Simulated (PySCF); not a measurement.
Pentafluoroethane, C2HF5, SMILES FC(F)C(F)(F)F, PBE0/def2-SVP optimised geometry. Atoms within 1.6 Å of the plane z = 1.0 Å (x, y, z in Å): F1 (-0.08, -0.28, 1.09), C2 (0.37, 0.35, 0.00), F3 (-0.08, 1.61, 0.00), H8 (1.48, 0.35, 0.00).

Calculation: PBE0/def2-TZVP (PySCF). Cells within 0.4 Å of a nucleus heavier than hydrogen are left out (blank, or x).

Map of the Laplacian of the electron density (e/bohr⁵) on the plane z = 1.0 Å:

```
|444444444444444444444444444|
|444444444444444444444444444|
|444444444444444444444444444|
|444444444444444444444444444|
|444444444444444444444444444|
|444444444444444444444444444|
|444444444444554444444444444|
|444444444445555444444444444|
|444444444445555444444444444|
|444444444445555544444444444|
|444444444445555544444444444|
|444444444445666554444444444|
|444444444457998655444444444|
|444444444569xx8855444444444|
|444444444569xxx854444444444|
|4444444444590x9754444444444|
|444444444456997554444444444|
|444444444445555544444444444|
|444444444444444444444444444|
|444444444444444444444444444|
|444444444444444444444444444|
|444444444444444444444444444|
|444444444444444444444444444|
|444444444444444444444444444|
|444444444444444444444444444|
|444444444444444444444444444|
|444444444444444444444444444|
```
Scale: ten equal steps from -0.996 (start of '0') to 1.12 (end of '9'), in the order '0123456789'; x runs from -4.00 to 4.00, y from -4.00 (bottom) to 4.00 (top).
